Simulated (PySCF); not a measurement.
## Broadened absorption spectrum of HBr

Species: HBr.
Atom-mapped SMILES: `[BrH:1]` (hydrogens: H2 on Br1)

Cartesian coordinates in Å at the PBE0-D3(BJ)/def2-SVP level; atoms count from 1:
```
atom  x, y, z in Å
Br1    0.7137   -0.0054   -0.0061
H2    -0.7082    0.0080   -0.0222
```

Computed with TDDFT B3LYP/def2-SVPD, vertical, gas phase, core orbitals frozen in the response in PySCF 2.14.0, density-fitted response routines. Relativistic effects, spin–orbit coupling among them, are left out although an element past zinc is present.

Computed states:

| state | E (eV) | f |
| --- | --- | --- |
| S1 | 6.51 | 0.017 |
| S2 | 6.51 | 0.017 |
| S3 | 8.62 | 0.129 |
| S4 | 8.62 | 0.129 |
| S5 | 8.88 | 0.042 |
| S6 | 8.88 | 0.042 |
| S7 | 9.17 | 0.0000 |
| S8 | 9.17 | 0.0000 |
| S9 | 9.21 | 0.0000 |
| S10 | 9.70 | 0.0083 |

Broadening: Gaussians 0.5 eV wide at half height, area fixed by f = 4.319×10⁻⁹ ∫ε dν̃. The width is an assumption, not a result. The curve ends short of the highest state used, and states not computed would add to its high-energy end.

Task: What does the envelope look like, and where are its maxima?

Result: 
| λ (nm) | ε (L mol⁻¹ cm⁻¹) |
| --- | --- |
| 136.2 | 3639 |
| 138.5 | 8294 |
| 140.7 | 13431 |
| 143.0 | 16281 |
| 145.2 | 14298 |
| 147.5 | 8912 |
| 149.8 | 3969 |
| 152.0 | 1361 |
| 154.3 | 333 |
| 156.6 | 62 |
| 158.8 | 10 |
| 161.1 | 1 |
| 163.3 | 0 |
| 165.6 | 0 |
| 167.9 | 0 |
| 170.1 | 2 |
| 172.4 | 10 |
| 174.6 | 37 |
| 176.9 | 113 |
| 179.2 | 281 |
| 181.4 | 559 |
| 183.7 | 958 |
| 185.9 | 1370 |
| 188.2 | 1704 |
| 190.5 | 1830 |
| 192.7 | 1724 |
| 195.0 | 1428 |
| 197.2 | 1068 |
| 199.5 | 707 |
| 201.8 | 422 |
| 204.0 | 235 |
| 206.3 | 117 |
| 208.6 | 54 |
| 210.8 | 24 |
| 213.1 | 9 |
| 215.3 | 4 |

Maxima: 191 nm (6.51 eV), ε about 1800, made up of S1 (50%) and S2 (50%); 143 nm (8.66 eV), ε about 16000, made up of S3 (42%) and S4 (42%) (ε in L mol⁻¹ cm⁻¹; maxima over ε = 5, shares over 10%).

Task: What would ε be at 8.66 eV, the highest of these maxima, with half the width (0.25 eV)?

Result: About 26600 L mol⁻¹ cm⁻¹ against 16300, a factor of about 1.6; a lone state at its own centre would give exactly 2.

Task: Does any computed singlet lie in the visible range?

Result: No computed singlet lies in the visible range (380 to 750 nm); the lowest, at 191 nm, stands 3.24 eV above its violet end (3.26 eV).

Task: On this curve, what absorbance would a 10⁻³ mol/L sample give at 193 nm over a 1 cm path?

Result: 193 nm is 6.424 eV, where ε is about 1700 L mol⁻¹ cm⁻¹, so A = ε c l ≈ 1.7 (Beer–Lambert, with the gas-phase spectrum and the assumed width).

All these states lie below the vertical ionisation energy of 11.86 eV (ΔSCF).

Hardware: Arm Neoverse N1, one thread, no GPU, shared host with 64 logical CPUs at a one-minute load of 53. Cost: 2.6 s of wall time, 0.26 GiB resident at most.
